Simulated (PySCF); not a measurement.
**Dipole moment and polarisability of `C=CC[C@H](C)[AsH2]`**

Species: C₅H₁₁As.
Structure used (PBE0-D3(BJ)/def2-SVP), in Å, numbered top down from 1:
```
atom  x, y, z in Å
C1     2.967   -0.416    0.549
C2     1.935    0.175   -0.055
C3     0.629   -0.488   -0.359
C4    -0.577    0.085    0.396
C5    -1.830   -0.737    0.144
As6   -0.810    2.025   -0.013
H7     3.896    0.121    0.754
H8     2.920   -1.466    0.858
H9     2.029    1.230   -0.344
H10    0.706   -1.564   -0.121
H11    0.426   -0.429   -1.445
H12   -0.338    0.070    1.474
H13   -2.686   -0.370    0.729
H14   -1.665   -1.795    0.415
H15   -2.116   -0.709   -0.920
H16   -1.362    1.784   -1.419
H17   -2.212    2.115    0.582
```

Level: CAM-B3LYP/def2-SVPD (PySCF), static field, nuclei fixed, core orbitals frozen in the response. The polarisability tensor in these axes (au):

```
x   108.22  -8.23   6.33
y    -8.23  98.85  -3.85
z     6.33  -3.85  78.62
```

Give the principal values, the mean and the anisotropy Δα = √{½[(α1 − α2)² + (α2 − α3)² + (α1 − α3)²]}.

Principal values 77.09, 94.07 and 114.53 au; mean 95.23 au = 14.11 Å³ = 15.70 × 10⁻⁴⁰ C²·m²/J; Δα = 32.47 au (34 % of the mean).

What is the dipole moment, and where does it point?

(-0.36, -0.97, 0.10) D, 1.04 D in size, pointing from the negative to the positive side. Measured along this direction, the outermost atoms are H9 at the negative end and H14 at the positive end.

Give the eigenvalues of the traceless quadrupole moment Θ = ½Σq(3rr − r²1), origin at the centre of nuclear charge.

-1.67, 0.21, 1.45 D·Å. The values depend on the origin, since the dipole doesn't vanish. The electronic extent ⟨r²⟩ about the same centre is 1182 bohr², a root-mean-square distance of 2.11 Å for the 74 electrons.

Rayleigh depolarisation ratio (linearly polarised light, static tensor)?

ρ = 3Δα²/(45ᾱ² + 4Δα²) = 3162.3/(408097 + 4216.3) = 0.00767.

Molar refractivity from α?

Lorentz–Lorenz: R = (4π/3)N_A α = 2.5225 cm³/(mol·Å³) × 14.11 Å³ = 35.6 cm³/mol, in the limit of long wavelengths.

What would n − 1 = 2πNα be for an ideal gas of these molecules at 298.15 K and 1 atm, electronic part alone?

N = p/kT = 2.4615 × 10¹⁹ cm⁻³, so n − 1 = 2π × N × 14.11 × 10⁻²⁴ cm³ = 2183 × 10⁻⁶ at long wavelengths.

One conformer (not necessarily the lowest) at the PBE0-D3(BJ)/def2-SVP geometry, without solvent, vibrations or thermal averaging. The calculation is non-relativistic, for arsenic too.

The run behind these numbers computed excited states and ΔSCF ions as well. The run took 3.4 min wall on an Arm Neoverse V1 with one thread, on a shared host.
